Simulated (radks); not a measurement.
Ionisation of neutral rhenium, [Xe] 4f14 5d5 6s2, to [Xe] 4f14 5d5 6s1 as the strength of local exchange is varied. Method: Dirac Kohn-Sham, Slater X-alpha exchange (alpha = 2/3 is LDA exchange), no correlation, spin-unpolarised, spherical densities, finite nucleus; open shells fill j = l - 1/2 first; Fermi nuclear charge, rms radius 5.3698 fm; computed with a radial shooting solver on a logarithmic mesh with Libxc functionals.

| alpha | E(Re) (hartree) | exchange (hartree) | IE (eV) | -e of the level emptied (eV) | <r> of it (bohr) |
|---|---|---|---|---|---|
| 0.648 | -16688.7877 | -306.3019 | 8.259 | 4.973 (6s1/2) | 3.139 |
| 0.667 | -16697.7714 | -315.4657 | 8.386 | 5.086 (6s1/2) | 3.125 |
| 0.799 | -16760.3279 | -379.4158 | 9.293 | 5.911 (6s1/2) | 3.033 |
| 0.819 | -16769.8280 | -389.1487 | 9.435 | 6.041 (6s1/2) | 3.019 |
| 0.83 | -16775.0556 | -394.5067 | 9.513 | 6.113 (6s1/2) | 3.011 |
| 0.941 | -16827.9034 | -448.7669 | 10.322 | 6.862 (6s1/2) | 2.938 |
| 0.993 | -16852.7219 | -474.3070 | 10.712 | 7.226 (6s1/2) | 2.905 |

NIST Atomic Spectra Database: 7.834 eV (measured). The central value is not met in this range of alpha. Spin polarisation and multiplet splitting are left out, so open shells lie too high by an amount that depends on their filling.

Beside tabulated values, note that spin-unpolarised runs miss the spin-polarisation part of the exchange energy of open shells.
